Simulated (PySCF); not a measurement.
# Spinor energies of Be²⁺ (beryllium, charge +2)

Start: 1s2. Calculated with PySCF 2.14 in an uncontracted even-tempered set (18 s from 0.026 bohr⁻², ratio 2.6; 10 p from 0.034 bohr⁻², ratio 2.6; 7 d from 0.035 bohr⁻², ratio 2.8; 3 f from 3.7 bohr⁻², ratio 2.8): generalised Hartree-Fock with the X2C-1e Hamiltonian and a Gaussian nucleus; spin-orbit coupling (SO) screened by Boettger's factors.

```csv
spinor shell,electrons,"ε, screened SO (eV)",weight of nominal j (screened SO),"rms radius, screened SO (bohr)"
1s1/2,2,-154.23,1.000,0.481
```

```
   quantity  screened SO
E (hartree)    -13.61363
        M_J            0
       ⟨J²⟩        0.000
       ⟨L²⟩        0.000
       ⟨S²⟩        0.000
```
